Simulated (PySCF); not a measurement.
Fill in the blanks.

Compound: hexamethyleneimine, C6H13N.
Numbering: `[CH2:1]1[CH2:2][CH2:3][CH2:4][NH:5][CH2:6][CH2:7]1` (hydrogens: H8, H9 on C1; H10, H11 on C2; H12, H13 on C3; H14, H15 on C4; H16 on N5; H17, H18 on C6; H19, H20 on C7)

```csv
property,level,value
point group of the GFN2-xTB geometry,GFN2-xTB,C1
"rotational constants A, B, C of the GFN2-xTB geometry",GFN2-xTB,?
dipole moment,CAM-B3LYP/def2-SVPD,?
HOMO energy,CAM-B3LYP/def2-SVPD,?
LUMO energy,CAM-B3LYP/def2-SVPD,1.40 eV
lowest singlet excitation,TDDFT CAM-B3LYP/def2-SVPD,"6.01 eV (206 nm, f = 0.001)"
strongest line among the 8 lowest singlet transitions,TDDFT CAM-B3LYP/def2-SVPD,?
lowest triplet excitation (Tamm–Dancoff),TDA CAM-B3LYP/def2-SVPD,5.77 eV
static isotropic polarisability,CAM-B3LYP/def2-SVPD,77.5 au
electronic spatial extent ⟨r²⟩ about the centre of nuclear charge,CAM-B3LYP/def2-SVPD,772 bohr²
13C chemical shifts (computed TMS as zero) by class,GIAO PBE0/pcSseg-1,?
1H chemical shifts (computed TMS as zero) by class,GIAO PBE0/pcSseg-1,"2.90 (H14/H15/H17/H18), 1.67 (H8/H9/H10/H11), 1.57 (H12/H13/H19/H20), 0.95 (H16) ppm"
"isotropic shieldings of nuclei other than C and H, by class",GIAO PBE0/pcSseg-1,?
```

The electronic properties come from PySCF, for the isolated species, density fitting. NMR classes are plain means over equivalent atoms (diastereotopic ones count apart unless rotation or inversion swaps them), as if these changed places fast; in this geometry the members of some classes differ.

(1) The strongest line among the 8 lowest singlet transitions?

(2) The rotational constants A, B, C of the GFN2-xTB geometry?

(3) What is the dipole moment?

(4) Give the 13C chemical shifts (computed TMS as zero) by class.

(5) The HOMO energy?

(6) The isotropic shieldings of nuclei other than C and H, by class?

Results:

(1) S3 at 7.14 eV (174 nm, f = 0.099).

(2) 3.304, 2.996, 1.809 GHz.

(3) 0.94 D.

(4) 56.8 (C4/C6), 35.5 (C3/C7), 29.2 (C1/C2) ppm.

(5) -7.81 eV.

(6) 218 (N5) ppm.

The dipole equals about 3.1 × 10⁻³⁰ C·m (1 D = 3.33564 × 10⁻³⁰ C·m). With B = h/(8π²I), that is 505.379 GHz u Å² over I, the principal moments of inertia are 153.0, 168.7 and 279.4 u Å² (most abundant isotopes); the inertial defect Ic − Ia − Ib is -42.3 u Å² (zero for a rigid planar frame, negative otherwise). No computed singlet falls in the visible range (750 to 380 nm, 1.65 to 3.26 eV); S1 lies 2.75 eV above its blue end. The polarisability is 11.48 Å³ as a volume (1 au = 0.148185 Å³), or 1.38 au for each of the 56 electrons. The rotational constants make it an asymmetric top with κ = (2B − A − C)/(A − C) = 0.59, nearer the oblate limit (+1).

For the TDDFT job (CAM-B3LYP/def2-SVPD), the run took 49 s wall on an x86-64 server with one thread (shared host).

One conformer stands for the species.
